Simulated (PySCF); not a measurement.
CH7BNP.
Geometry (PBE0-D3(BJ)/def2-SVP, Å), atoms numbered from 1 in this order:
```xyz
11
CH7BNP angstrom
C     -1.671    0.149   -0.204
N     -0.287    0.257    0.188
B      0.826    0.046   -0.617
P      2.628    0.384   -0.026
H     -2.203    1.109   -0.101
H     -1.728   -0.159   -1.257
H     -2.210   -0.601    0.400
H     -0.156    0.518    1.160
H      0.651   -0.269   -1.774
H      3.184   -0.853   -0.466
H      2.493   -0.011    1.341
```

Jobs on this species (11 atoms, 40 electrons) with PySCF (density fitting). Hardware of each: Arm Neoverse V1, one thread (shared host). The host was shared with other jobs, so the times are rough. Peak memory is the resident size of the whole Python process, interpreter and libraries included.

| level and settings | work | basis functions | SCF cycles | wall time | peak memory |
| --- | --- | --- | --- | --- | --- |
| delta-SCF UKS PBE, pcX-2 on the ionised atom, pcseg-1 elsewhere, spin-free X2C | ΔSCF core ionisation, 5 holes | 137 | ? | ? | ? |
| delta-SCF UKS SCAN, pcX-2 on the ionised atom, pcseg-1 elsewhere, spin-free X2C | ΔSCF core ionisation, 5 holes | 137 | ? | ? | ? |
| delta-SCF UKS SCAN, pcX-2 on the ionised atom, pcseg-1 elsewhere, non-relativistic | ΔSCF core ionisation, 5 holes | 137 | 79 | 23 s | 0.49 GiB |
| PBE0-D3(BJ)/def2-SVP, grid level 1 | geometry optimisation from a GFN2-xTB start shaken at random | 95 | 37 | 16 s | 0.39 GiB |
| delta-SCF UKS SCAN, def2-TZVP on the ionised atom, pcseg-1 elsewhere, spin-free X2C | ΔSCF core ionisation, 5 holes | 114 | 77 | 21 s | 0.49 GiB |
| delta-SCF UKS SCAN, pcX-1 on the ionised atom, pcseg-1 elsewhere, spin-free X2C | ΔSCF core ionisation, 5 holes | 117 | 77 | 19 s | 0.49 GiB |
| delta-SCF UKS HF, pcX-2 on the ionised atom, pcseg-1 elsewhere, spin-free X2C | ΔSCF core ionisation, 5 holes | 137 | 70 | 13 s | 0.49 GiB |
| delta-SCF UKS PBE0, pcX-2 on the ionised atom, pcseg-1 elsewhere, spin-free X2C | ΔSCF core ionisation, 5 holes | 137 | 69 | 22 s | 0.49 GiB |
| delta-SCF UKS B3LYP, pcX-2 on the ionised atom, pcseg-1 elsewhere, spin-free X2C | ΔSCF core ionisation, 5 holes | 137 | 68 | 23 s | 0.48 GiB |

Fill in the missing figures.

- delta-SCF UKS PBE, pcX-2 on the ionised atom, pcseg-1 elsewhere, spin-free X2C; ΔSCF core ionisation, 5 holes: 15 s, 0.49 GiB, 77 SCF cycles
- delta-SCF UKS SCAN, pcX-2 on the ionised atom, pcseg-1 elsewhere, spin-free X2C; ΔSCF core ionisation, 5 holes: 23 s, 0.50 GiB, 79 SCF cycles

What do all jobs in the table cost together?

About 2.9 min; the longest takes about 13 % of that, and about 1.8 times as long as the shortest.
